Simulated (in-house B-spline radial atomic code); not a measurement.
Settings and results of a run for S5+ (an excited or competing configuration). Method: scalar-relativistic (X2C) r2SCAN0, spin-polarised, spherical fractional occupations, exact exchange averaged over the configuration, Fermi nucleus of rms radius 3.2611 fm. Calculated with an all-electron radial atomic-structure program (B-spline basis).

Command:
```bash
python run_scf.py task.json out
```
Settings (nuclear radius in fm, mass in u):
```
Z                16
configuration    [Ne] 3d1
hamiltonian      x2c
method           r2scan0
spin_polarised   True
nucleus          fermi
rms_radius       3.2611
atomic_mass      31.97207
speed_of_light   137.035999084
exact_exchange   averaged over the configuration
```

Output (hartree, bohr):
```
 radial grid: 67 intervals, B-splines of order 8, outer radius 12.1053 bohr

 iter        energy (Eh)    residual
    1        -391.119821    3.04e-02
    2        -391.122220    1.14e-03
    3        -391.122227    4.93e-04
    4        -391.122228    2.24e-04
    5        -391.122228    2.79e-05
    6        -391.122228    8.22e-06
    7        -391.122228    2.53e-07
    8        -391.122228    1.59e-08

 total energy                      -391.12223
 kinetic                             392.9298
 electron-nucleus                   -899.1144
 Hartree                             138.5296
 exact exchange                       -5.7155
 exchange-correlation                -17.7517

 orbital      occ     eigenvalue          <r>       <r^2>       <1/r>     <1/r^3>     <1/r^2>       r_max
 1s up      1.000       -92.9355    0.0966155   0.0125786     15.7512           -     513.582      0.0631
 1s down    1.000       -92.9370    0.0966166   0.0125789     15.7511           -     513.576      0.0631
 2s up      1.000       -11.2389     0.473484    0.266076     3.10791           -     41.4478      0.3863
 2s down    1.000       -11.2278     0.472895     0.26531     3.11152           -     41.5373      0.3861
 2p up      3.000        -9.0907     0.436865    0.237331     2.98344     82.9242     12.4657      0.3246
 2p down    3.000        -9.0791     0.435548    0.235623     2.98948     83.2522     12.5065      0.3243
 3d up      1.000        -1.9255      1.61512     3.02936    0.741202      0.8534    0.687645       1.371
```

Run time, properties included: 0.37 s on 1 thread of Arm Neoverse N1, on a shared host.
